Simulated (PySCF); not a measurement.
Levels of Br²²⁺ from EOM-EA-GCCSD

Reference: closed-shell Br²³⁺, [Ne] 3s2; one electron is added. Calculated with PySCF 2.14, two-component X2C-1e with screened spin-orbit coupling, an even-tempered Gaussian basis (18 s from 0.98 bohr⁻², ratio 2.6; 13 p from 1.3 bohr⁻², ratio 2.6; 7 d from 1.3 bohr⁻², ratio 2.8; 4 f from 20 bohr⁻², ratio 2.8); frozen 1s2; the 48 highest virtual spinors dropped; of the others 56 kept and the rest restored at second order. No Breit or QED terms. Binding energies in eV.

| level | Koopmans | second order | EOM-CCSD |
| --- | --- | --- | --- |
| 3p1/2 | 969.13 | 970.99 | 970.79 |
| 3p3/2 | 958.17 | 960.10 | 960.01 |
| 3d3/2 | 873.34 | near a pole | 869.76 |
| 3d5/2 | 871.44 | near a pole | 868.73 |

Electric-dipole lines between these computed levels:

```csv
lower,upper,ΔE (eV),vacuum wavelength (nm)
3p1/2,3d3/2,101.03,12.27
3p3/2,3d3/2,90.254,13.74
3p3/2,3d5/2,91.282,13.58
```

In EOM-CCSD the overlap with the one-orbital guess is low for 3d3/2 (weight 0.73), 3d5/2 (weight 0.83). That can mean mixing with two-particle, one-hole states, where second order and EOM-CCSD lose accuracy, or only a rotation among the degenerate components of the shell; the terms of those configurations are not listed.

For comparison, the ionisation energy of Br²²⁺ is 963 ± 5 eV (semi-empirical (NIST evaluation); NIST Atomic Spectra Database, ionization energies).

Only part of the computed levels is shown.
